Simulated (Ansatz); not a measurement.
Program: Ansatz 0.2.0.

A structure relaxed at PBE0-D4/def2-TZVP, charge 0, multiplicity 1:

```
atom    x (Å)    y (Å)    z (Å)
  O1   0.5291  -0.1260  -0.9711
  B2   0.0758   0.0739   0.2960
  O3  -1.2328  -0.0561   0.6088
  F4   0.9200   0.4069   1.2723
  H5   1.4769  -0.0019  -1.0561
  H6  -1.7691  -0.2969  -0.1498
```

Question: Give its formula and SMILES.

Answer: BFH2O2, `OB(O)F`.

Question: Point group (tolerance 0.08 Å, 0.16 Å for H)?

Answer: Cs.

Question: Summarise the bond lengths by kind.

Answer: 2 × B–O 1.352 to 1.360 Å; 2 × H–O 0.960 Å; 1 × B–F 1.333 Å.
